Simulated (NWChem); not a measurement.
System: CH$_{4}$FNSi$_{2}$; SMILES F[Si@@H]1[SiH2]C=N1

Input file for NWChem:

```
start job
memory heap 200 mb stack 900 mb global 1100 mb
geometry units angstroms noautosym nocenter noautoz
  F     -0.518018    -2.071737    -0.541880
  Si    -0.030470    -0.841702     0.399266
  N      1.481022    -0.073440    -0.170274
  C      1.124602     1.159490    -0.283456
  Si    -0.781124     1.330159    -0.017611
  H      0.113066    -1.396228     1.773240
  H      1.882567     1.929865    -0.527068
  H     -1.275962     2.288975     1.019881
  H     -1.515418     1.576313    -1.296693
end
basis spherical
  F library 6-311g**
  Si library 6-311g**
  N library 6-311g**
  C library 6-311g**
  H library 6-311g**
end
dft
  xc b3lyp
  iterations 150
end
property
  shielding
end
task dft property
```

Parts of the log:

```
             Northwest Computational Chemistry Package (NWChem) 7.3.0
             --------------------------------------------------------

                             Geometry "geometry" -> ""
                             -------------------------

 Output coordinates in angstroms (scale by  1.889725989 to convert to a.u.)

  No.       Tag          Charge          X              Y              Z
 ---- ---------------- ---------- -------------- -------------- --------------
    1 F                    9.0000    -0.51801800    -2.07173700    -0.54188000
    2 Si                  14.0000    -0.03047000    -0.84170200     0.39926600
    3 N                    7.0000     1.48102200    -0.07344000    -0.17027400
    4 C                    6.0000     1.12460200     1.15949000    -0.28345600
    5 Si                  14.0000    -0.78112400     1.33015900    -0.01761100
    6 H                    1.0000     0.11306600    -1.39622800     1.77324000
    7 H                    1.0000     1.88256700     1.92986500    -0.52706800
    8 H                    1.0000    -1.27596200     2.28897500     1.01988100
    9 H                    1.0000    -1.51541800     1.57631300    -1.29669300

 Effective nuclear repulsion energy (a.u.)     274.9506813996

                              NWChem Property Module
                              ----------------------

  itol2e modified to match energy
  convergence criterion.

                                 NWChem DFT Module
                                 -----------------

 Summary of "ao basis" -> "ao basis" (spherical)
 ------------------------------------------------------------------------------
       Tag                 Description            Shells   Functions and Types
 ---------------- ------------------------------  ------  ---------------------
 F                          6-311g**                 8       18   4s3p1d
 Si                         6-311g**                12       26   6s5p1d
 N                          6-311g**                 8       18   4s3p1d
 C                          6-311g**                 8       18   4s3p1d
 H                          6-311g**                 4        6   3s1p

  itol2e modified to match energy
  convergence criterion.

[...]

          -----------------------------------------
          Chemical Shielding Tensors (GIAO, in ppm)
          -----------------------------------------

                                NWChem CPHF Module
                                ------------------

  scftype          =     RHF
  nclosed          =       27
  nopen            =        0
  variables        =     2781
  # of vectors     =        3
  tolerance        = 0.10D-03
  level shift      = 0.00D+00
  max iterations   =       50
  max subspace     =       30

 SCF residual:    8.1897123268605303E-005

Iterative solution of linear equations
  No. of variables     2781
  No. of equations        3
  Maximum subspace       30
        Iterations       50
       Convergence  1.0D-04

   iter   nsub   residual    time
   ----  ------  --------  ---------
     1      3    1.00D+00      52.6
     2      6    1.38D-01      58.0
     3      9    3.70D-03      63.2
     4     12    4.82D-04      68.3
     5     15    2.57D-05      73.4

      Atom:    1  F
        Diamagnetic
    467.1364      7.4248      4.8976
      7.4248    481.3811     13.5047
      4.8976     13.5047    470.8123

        Paramagnetic
   -102.7936     16.7274    -52.6339
     16.7274   -137.1530      7.8846
    -52.6339      7.8846   -189.5983

        Total Shielding Tensor
    364.3428     24.1521    -47.7364
     24.1521    344.2282     21.3892
    -47.7364     21.3892    281.2140

           isotropic =     329.9283
          anisotropy =      90.7448

          Principal Components and Axis System
                 1           2           3
              390.4248    349.2349    250.1252

      1         0.8910     -0.1692      0.4213
      2         0.3140      0.9000     -0.3025
      3        -0.3280      0.4018      0.8550

      Atom:    2  Si
        Diamagnetic
    878.0236      3.4517     -0.0723
      3.4517    882.6982      1.5115
     -0.0723      1.5115    875.6565

        Paramagnetic
   -553.2342    -25.4263     32.3969
    -25.4263   -539.8935      2.1852
     32.3969      2.1852   -552.4901

        Total Shielding Tensor
    324.7894    -21.9746     32.3246
    -21.9746    342.8046      3.6968
     32.3246      3.6968    323.1664

           isotropic =     330.2535
          anisotropy =      53.1194

          Principal Components and Axis System
                 1           2           3
              365.6664    339.3738    285.7202

      1        -0.6751      0.2216      0.7037
      2         0.5739      0.7570      0.3122
      3        -0.4635      0.6146     -0.6383

      Atom:    3  N
        Diamagnetic
    319.0798      5.2694     -3.2750
      5.2694    340.3602     -5.8432
     -3.2750     -5.8432    314.0494

        Paramagnetic
   -576.3334   -121.0376    114.5850
   -121.0376  -1081.7290    216.4090
    114.5850    216.4090   -216.3804

        Total Shielding Tensor
   -257.2537   -115.7682    111.3101
   -115.7682   -741.3687    210.5659
    111.3101    210.5659     97.6690

           isotropic =    -300.3178
          anisotropy =    -787.5208

          Principal Components and Axis System
                 1           2           3
             -825.3316   -239.7700    164.1483

      1         0.2392      0.9503      0.1992
      2         0.9400     -0.2781      0.1977
      3        -0.2433     -0.1400      0.9598

      Atom:    4  C
        Diamagnetic
    262.7707     -3.5308     -3.4652
     -3.5308    263.6083     -3.0959
     -3.4652     -3.0959    241.9100

[...]
```

Level: B3LYP/6-311G** (spherical d), GIAO. Geometry: optimised at PBE0/def2-SVP. B3LYP is NWChem's, with the RPA form of VWN correlation. The printed shielding anisotropy is the first printed principal value minus the mean of the other two.
